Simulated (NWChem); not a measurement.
Correlation energy of phosphorus nitride (NP)

```
N
P 1 1.4886
```
Charge 0, spin multiplicity 1.

Everything below was run with NWChem. The geometry was optimised at PBE0/def2-SVP, a minimum by its harmonic frequencies.

Basis set: 6-311G**. Each correlation energy counts from its own Hartree-Fock reference.

The correlated methods keep 6 core orbitals frozen. The Pople sets run with spherical d functions. Coupled-cluster values serve here as a point of comparison, not as the truth.

**Question.** For the correlation energy, CCSD gives -299.9 mHa and MP2 gives -300.2 mHa. What do CR-CCSD(T), CR-CCSD[T], CCSD+T(CCSD) give?

**Answer.** CR-CCSD(T): -313.1 mHa; CR-CCSD[T]: -314.1 mHa; CCSD+T(CCSD): -318.3 mHa.
